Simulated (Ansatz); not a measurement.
`C[S][Al]([F])[F]`. Total charge 0; spin multiplicity 1.

Z-matrix (Å, degrees):
```
C
S 1 1.828
H 1 1.088 2 112.1
H 1 1.089 2 108.4 3 120.8
H 1 1.089 2 108.1 3 -120.6
Al 2 2.143 1 100.8 3 -2.5
F 6 1.642 2 120.3 1 0.4
F 6 1.637 2 120.9 1 -179.7
```

Q: List the harmonic frequencies (cm⁻¹, unscaled) at PBE0-D4/def2-TZVP in Ansatz. (Estimate.)

A: The calculation gave: 44, 86, 125, 215, 245, 253, 489, 715, 811, 931, 979, 991, 1357, 1472, 1478, 3078, 3170, 3178.

Q: Is this a minimum?

A: Yes, all 18 modes are real.

Q: Give the ideal-gas thermochemistry at 298.15 K and 1 bar (rigid rotor, harmonic oscillator; point group Cs, symmetry number 1).

A: Zero-point energy 117.3 kJ/mol; H(298) − E = 138.7 kJ/mol; entropy 361.5 J/(mol·K), of which translation 167.7, rotation 114.8, vibration 79.0; G(298) − E = 31.0 kJ/mol. Modes under 100 cm⁻¹ are hindered rotations or soft bends, so the harmonic entropy is rough.

Q: Rotational constants (cm⁻¹)?

A: 0.1668, 0.06928, 0.04941.
